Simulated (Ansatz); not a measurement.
A structure relaxed at PBE-D4/def2-SVP in Ansatz, charge 0, doublet:

```xyz
8

Ta   -2.821   -0.267    2.117
Si    2.250    1.225   -0.493
Si   -2.124    0.164   -0.130
Si   -1.791    0.734   -2.326
Si    3.544   -0.550    0.221
Si    0.184    0.418   -1.240
Si   -0.525   -0.622    1.657
Si    1.283   -1.102    0.195
```

Problem. Give its formula.

Solution. TaSi7.

Problem. Summarise the bond lengths by kind (pairs closer than 1.2 times the sum of covalent radii, bridged metal pairs left out).

Solution. 10 × Si–Si 2.28 to 2.61 Å; 2 × Si–Ta 2.37 to 2.39 Å. The metal has 2 neighbours: Si 2.39 Å, Si 2.37 Å.

In the def2 sets Ta takes a core potential; there is no spin–orbit coupling. The charge 0 doublet is spin-contaminated (final ⟨S²⟩ up to 1.10, 0.75 for a pure state). Another isomer (doublet) lies 2.56 eV lower at PBE0-D4/def2-TZVP; other spin states weren't run for this one.
